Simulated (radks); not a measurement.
Numerical settings for the tungsten ion W+, [Xe] 4f14 5d4 6s1. All-electron calculation, Dirac Kohn-Sham, PBE, spin-unpolarised, spherical densities, point nucleus; open shells fill j = l - 1/2 first. Program: a radial shooting solver on a logarithmic mesh with Libxc functionals. The defaults (mesh step 0.008 in ln r, mesh end at 40 bohr or more with all orbitals vanishing there, Anderson mixing 0.5 over 9 steps, residual threshold near 1e-9 with the energy settled to 1e-9 hartree or 1e-11 of itself, here a cap of 86 iterations) give E = -16165.6151 hartree and 5d3/2 at -11.906 eV in 16 iterations. Run on one thread of a shared host, so times are rough (Intel(R) Xeon(R) 6975P-C): 0.16 s of CPU time, 0.16 s wall, 16 iterations on 2648 mesh points. Changes against that run (0 stands for a change within the tolerance of the run):

| setting | iterations | converged | E (mhartree) | e(5d3/2) (meV) | CPU (s) |
|---|---|---|---|---|---|
| mesh step in ln r 0.003 | 16 | yes | 0 | 0 | 0.43 |
| mesh step in ln r 0.005 | 16 | yes | 0 | 0 | 0.26 |
| mesh step in ln r 0.05 | 16 | yes | +0.00346 | 0 | 0.04 |
| mesh end (bohr) 5 | 15 | yes | +73.3 | +1.47e+03 | 0.16 |
| mesh end (bohr) 2 | 15 | level above zero | +1.25e+04 | +6.11e+04 | 0.13 |
| residual threshold 0.01 | 10 | yes | 0 | -0.526 | 0.13 |
| residual threshold 1e-05 | 12 | yes | 0 | -0.133 | 0.14 |
| mixing 2.5 | 19 | yes | 0 | 0 | 0.19 |
| linear mixing, mixing 0.05 | 86 | no | +0.0258 | -43.1 | 0.71 |
| linear mixing, mixing 0.5 | 30 | yes | 0 | 0 | 0.24 |
| mixing history 3 | 17 | yes | 0 | 0 | 0.16 |
| iteration cap 3 | 3 | no | +66 | -28.1 | 0.05 |

Settled on a wrong energy, with an occupied level pushed above zero by the early mesh end: mesh end (bohr) 2 (+12.5 hartree). Apart from these: settings that end as converged yet miss the energy by more than 1 mhartree: mesh end (bohr) 5 (+0.0733 hartree). A mesh that ends early acts as a hard wall.
